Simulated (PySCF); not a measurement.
Computed shifts of a molecule C4H2ClF, KT2/pcSseg-1 (PySCF), GIAO, gas phase, atoms alike by connectivity averaged where their shifts nearly agree, in ppm (number of nuclei): ¹³C: 158.8 (1), 108.2 (1), 90.5 (1), 74.5 (1). ¹⁹F: -136.3 (1). ¹H: 7.55 (1), 4.11 (1). References: ¹³C against TMS (σ = 185.1 ppm); ³⁵Cl against HCl (σ = 945.4 ppm); ¹⁹F against CFCl3 (σ = 127.1 ppm); ¹H against TMS (σ = 31.47 ppm), references at their B3LYP-D3(BJ)/def2-TZVP geometries, non-relativistic (without spin–orbit terms, shifts of atoms bonded to Cl or Br come out too high). Geometry: ωB97X-D3(BJ)/def2-SVP. One conformer was computed; it need not be the lowest.

### Question
Which structure fits?
A) C#C/C(Cl)=C\F
B) C#C/C=C(\F)Cl
C) C#C/C(F)=C\Cl

### Answer
A, C#C/C(Cl)=C\F
